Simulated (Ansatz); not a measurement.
Relaxation of H₁₀O₂Si₃ (15 atoms, charge 0, multiplicity 1), to a largest force component of 0.03 eV/Å in at most 50 steps.

Level of theory: Ansatz 0.2.0, RKS BHLYP/def2-SVP.

```xyz
15
Properties=species:S:1:pos:R:3:forces:R:3
Si 0.576 -0.521 -0.135 -0.18 0.82 -1.04
H -1.118 -0.598 1.925 0.00 1.49 -0.38
Si 2.215 0.149 -1.680 0.00 -0.01 0.00
H 2.705 -0.986 -2.498 0.00 0.00 0.00
H 1.652 1.186 -2.582 0.00 0.00 0.00
H 3.368 0.745 -0.959 0.00 0.00 -0.01
O 0.036 0.843 0.664 -0.03 -0.09 -0.08
H -0.262 1.575 0.130 -0.01 0.03 0.00
O -0.612 -1.210 -1.076 -0.01 0.06 0.11
H -1.329 -1.651 -0.625 0.00 0.00 -0.04
Si 1.285 -1.963 1.455 0.62 -0.85 0.79
H 0.311 -3.068 1.643 0.00 0.00 0.00
H 2.567 -2.581 1.023 0.01 0.00 0.00
H 1.512 -1.289 2.754 0.00 0.00 0.01
H -1.187 -1.264 2.175 -0.39 -1.45 0.64
```

Q: Where does it end, and by what steps?

A: It converged. The force dipped under the threshold on the way, but the program's further checks kept it going. After 19 steps the energy has fallen by 0.256 eV; H15 moved furthest, 1.62 Å.

| step | energy less start (eV) | largest force component (eV/Å) | accepted |
| --- | --- | --- | --- |
| 0 | 0.0000 | 1.494 | yes |
| 1 | -0.1620 | 0.130 | yes |
| 2 | -0.1992 | 0.150 | yes |
| 3 | -0.2151 | 0.168 | yes |
| 4 | -0.2245 | 0.101 | yes |
| 5 | -0.2331 | 0.080 | yes |
| 6 | -0.2302 | 0.466 | no |
| 7 | -0.2382 | 0.035 | yes |
| 8 | -0.2415 | 0.074 | yes |
| 9 | -0.2413 | 0.193 | no |
| 10 | -0.2448 | 0.063 | yes |
| 11 | -0.2471 | 0.051 | yes |
| 12 | -0.2502 | 0.076 | yes |
| 13 | -0.2519 | 0.107 | yes |
| 14 | -0.2530 | 0.075 | yes |
| 15 | -0.2550 | 0.040 | yes |
| 16 | -0.2557 | 0.026 | yes |
| 17 | -0.2558 | 0.070 | yes |
| 18 | -0.2561 | 0.031 | yes |
| 19 | -0.2561 | 0.024 | yes |

```xyz
15
Properties=species:S:1:pos:R:3
Si 0.711 -0.687 -0.266
H -1.794 -0.132 2.331
Si 2.296 0.325 -1.673
H 2.939 -0.675 -2.560
H 1.638 1.360 -2.510
H 3.349 0.984 -0.860
O -0.085 0.456 0.648
H -0.491 1.197 0.202
O -0.329 -1.454 -1.309
H -1.036 -1.979 -0.942
Si 1.578 -2.177 1.330
H 0.469 -2.847 2.057
H 2.395 -3.220 0.662
H 2.433 -1.460 2.307
H -2.356 -0.325 2.797
```

The run took 65 s on 4 threads of Intel(R) Xeon(R) Platinum 8259CL CPU @ 2.50GHz (Skylake/Cascade Lake), on a shared host, peak memory 0.38 GiB.
